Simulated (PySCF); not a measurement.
Assignment exercise: H₁₀O₄Si₄

Bonds (- single, = double, # triple, : aromatic): O1-Si2, Si2-O3, O3-Si4, Si4-O5, O5-Si6, Si4-O7, O7-Si8. O1 carries H9; Si2 carries H10, H11; Si4 carries H12; Si6 carries H13, H14, H15; Si8 carries H16, H17, H18.

PySCF 2.14 calculation with HF/pcSseg-1 with gauge-including orbitals and structure optimised with PBE0-D3(BJ)/def2-SVP; no solvent model, a single conformation, non-relativistic, rapidly exchanging positions averaged.

δ = σ(ref) − σ, references computed at the same level: TMS for ¹H (31.69 ppm).

Question: Assign these signals to the numbered atoms. ¹H NMR (400 MHz, computed): δ 4.55 (s, 6H), 4.39 (s, 2H), 3.70 (s, 1H), 2.22 (br s, 1H).

Answer: 
4.55 → H13/H14/H15/H16/H17/H18, hydrogen on a silicon bonded to O
4.39 → H10/H11, hydrogen on a silicon bonded to 2 O
3.70 → H12, hydrogen on a silicon bonded to 3 O
2.22 → H9, hydrogen on an oxygen bonded to Si: exchangeable; this is the value without hydrogen bonding to other molecules

The OH or NH signal is concentration- and solvent-dependent in practice; the value given is the gas-phase one. No couplings were computed; multiplicities are counted from neighbouring protons, with m where these are inequivalent, close in shift, in a saturated or five-membered ring or joined by F or P, and br s for small geminal =CH2 splittings.
